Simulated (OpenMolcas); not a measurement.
## Potential curves of SnF⁺: spin-free states

Calculated with OpenMolcas 26.06: state-averaged CASSCF(8,7) over Sn 5s 5p, F 2p, XMS-CASPT2 (IPEA 0.25, imaginary shift 0.2 hartree), scalar X2C, ANO-RCC-VTZP, then RASSI spin–orbit state interaction with atomic mean-field integrals. C2 symmetry about the axis (a holds Σ, Δ, Γ; b holds Π, Φ, H; Σ⁺ and Σ⁻ are not told apart); roots by multiplicity and irrep: 1a 5, 3b 2, 3a 5, 1b 2.

XMS-CASPT2 energies in eV from the lowest point. Curves are followed by energy order within each symmetry, so they are adiabatic and may change character at avoided crossings; Σ⁺ and Σ⁻ are counted together.

| R (Å) | (1)1Σ | (1)3Π | (1)3Σ | (1)1Δ | (1)3Δ |
| --- | --- | --- | --- | --- | --- |
| 1.646 | 1.056 | 5.916 | 9.372 | 10.251 | 10.170 |
| 1.742 | 0.262 | 5.134 | 8.239 | 8.489 | 8.436 |
| 1.828 | 0.000 | 4.854 | 7.199 | 7.404 | 7.376 |
| 1.914 | 0.006 | 4.793 | 6.481 | 6.643 | 6.634 |
| 2.010 | 0.214 | 4.863 | 5.941 | 6.061 | 6.071 |
| 2.105 | 0.542 | 4.990 | 5.584 | 5.667 | 5.696 |

The 5 lowest clean curves are shown; the next is (2)1Σ, from 5.70 eV. Only roots inside an energy window near the equilibrium distance were included, so the list of states is not complete; labels number the states computed. Each spin and symmetry block has orbitals of its own, averaged over its own roots, so gaps between blocks are less sure than gaps within one and near the minimum can be off by tenths of an eV, in bad cases by more. No Rydberg orbitals are active, so Rydberg states, and σ→σ* states whose orbital the CASSCF left unused, can be missing between those listed. CASPT2 splits the two components of degenerate states numerically, here by up to 42 cm⁻¹. Points that failed a check (symmetry, reference weights, a jump) are left out.
